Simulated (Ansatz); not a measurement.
Complex (SMILES): O (H2O) with F (HF), atoms 1 to 3 the first; geometry from B3LYP-D3(BJ)/def2-TZVP, monomers rigid:
```xyz
5

O      0.0126     0.5732     0.1476
H     -0.2167     0.4999    -0.7856
H      0.6440    -0.1320     0.3287
F      0.9055     2.9606     0.8114
H      0.5537     2.1097     0.6008
```

Basis-set convergence of the counterpoise-corrected interaction energy at CCSD(T) with Ansatz (an electronic-structure program). Cartesian d functions, on some or all atoms, in 6-31+G*, 6-31G**; all else is spherical. Cores are frozen. No added dispersion term, no relativity. Functions are those of the species that has most. Reference: Hartree-Fock in aug-cc-pVQZ plus the correlation part extrapolated as X^-3 from aug-cc-pVTZ and aug-cc-pVQZ, -9.20 kcal/mol, itself unsure by roughly 0.07 kcal/mol (a third of the extrapolation step and of the last Hartree-Fock step). Deviations are taken from unrounded values. Cost is core time over that of def2-SVPD, rough, on shared machines of one kind; a dash marks a row that isn't timed (too short, read off another run, short of memory, by another algorithm or on other hardware).

```csv
basis,functions,counterpoise-corrected interaction energy (kcal/mol),minus reference (kcal/mol),cost
6-31G,24,-9.77,-0.57,-
def2-SV(P),34,-8.54,0.66,-
pcseg-1,43,-7.75,1.45,-
6-31+G*,44,-7.98,1.23,-
6-31G**,45,-8.04,1.16,-
def2-SVPD,70,-8.07,1.14,1×
aug-pcseg-1,73,-7.68,1.52,1×
"6-311++G(2d,2p)",84,-7.97,1.23,1×
pcseg-2,102,-8.46,0.74,3×
jun-cc-pV(T+d)Z,120,-8.53,0.67,4×
"6-311++G(3df,3pd)",132,-8.45,0.76,6×
pcseg-3,219,-8.91,0.30,60×
aug-cc-pVQZ,298,-9.01,0.19,-
```
